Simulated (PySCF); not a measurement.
## Deuteron quadrupole couplings in `C/C=C\[P@@H](=O)CCCC`

Compound: C7H15OP.
Numbering: `[CH3:1]/[CH:2]=[CH:3]\[P@@H:4](=[O:5])[CH2:6][CH2:7][CH2:8][CH3:9]` (hydrogens: H10, H11, H12 on C1; H13 on C2; H14 on C3; H15 on P4; H16, H17 on C6; H18, H19 on C7; H20, H21 on C8; H22, H23, H24 on C9)

Geometry (GFN2-xTB, Å), atoms numbered from 1 in this order:
```
atom  x, y, z in Å
C1     2.5964    1.2097   -0.7010
C2     3.0805   -0.1403   -0.3083
C3     2.3138   -1.2009   -0.0944
P4     0.5137   -1.3092   -0.2295
O5     0.0441   -2.6965   -0.2164
C6    -0.1825   -0.2909    1.1327
C7    -1.6778   -0.5525    1.2637
C8    -2.4574   -0.1955    0.0012
C9    -2.4385    1.2916   -0.3310
H10    2.8013    1.9239    0.0970
H11    1.5296    1.2007   -0.9035
H12    3.1273    1.5527   -1.5887
H13    4.1549   -0.2303   -0.1923
H14    2.7437   -2.1547    0.1893
H15    0.2092   -0.6290   -1.4090
H16    0.3341   -0.6277    2.0386
H17    0.0392    0.7655    0.9923
H18   -1.8146   -1.6184    1.4608
H19   -2.0745    0.0051    2.1165
H20   -2.0428   -0.7694   -0.8330
H21   -3.4939   -0.5136    0.1342
H22   -1.4325    1.6363   -0.5586
H23   -3.0635    1.4899   -1.1984
H24   -2.8214    1.8733    0.5053
```

Level: PBE0/pcSseg-1 (PySCF, non-relativistic); Q(2H) = 0.00286 b; rigid geometry, the same for H and D, with no vibrational averaging.

Question: Rank these positions by the coupling χzz of a deuteron there, largest first.
A. H15 (P–H hydrogen)
B. H10 (methyl hydrogen)
C. H19 (methylene hydrogen)
D. H18 (methylene hydrogen)
E. H23 (methyl hydrogen)

Answer: E (213 kHz), B (208 kHz), C (204 kHz), D (199 kHz), A (126 kHz).

Give the electric field gradient Vzz (the principal value of largest size), its asymmetry and the 2H coupling at each hydrogen.

```csv
atom,bonded to,bond length (Å),Vzz (au),η,χzz (kHz)
H10,C1,1.090,0.3094,0.02,208
H11,C1,1.086,0.3156,0.05,212
H12,C1,1.090,0.3100,0.02,208
H13,C2,1.084,0.3180,0.05,214
H14,C3,1.084,0.3216,0.06,216
H15,P4,1.395,0.1879,0.02,126
H16,C6,1.096,0.2986,0.02,201
H17,C6,1.089,0.3142,0.01,211
H18,C7,1.093,0.2964,0.04,199
H19,C7,1.093,0.3029,0.03,204
H20,C8,1.094,0.2968,0.04,199
H21,C8,1.092,0.3038,0.02,204
H22,C9,1.087,0.3180,0.02,214
H23,C9,1.087,0.3163,0.01,213
H24,C9,1.088,0.3143,0.02,211
```

Average by the element that carries the hydrogen.

on C: 208 kHz over 14 positions, mean bond length 1.090 Å; on P: 126 kHz over 1 position, mean bond length 1.395 Å.

How does χzz go with the bond length over the 14 C–H bonds?

A straight-line fit has a slope of -14.6 kHz for each 0.01 Å, with a correlation coefficient of -0.94, over lengths from 1.084 to 1.096 Å. The longer bonds have the smaller couplings here.

One conformer (not necessarily the lowest) at the GFN2-xTB geometry, without solvent, vibrations or thermal averaging. GFN2-xTB bond lengths can be off by several hundredths of an ångström, more for odd bonds, and the gradients follow them. The small basis limits the accuracy of the gradients.

These values come from a run that also computed NMR shieldings. Hardware: one thread of an Arm Neoverse V1, shared host. Cost: 50 s of wall time, 1.1 GiB resident at most.
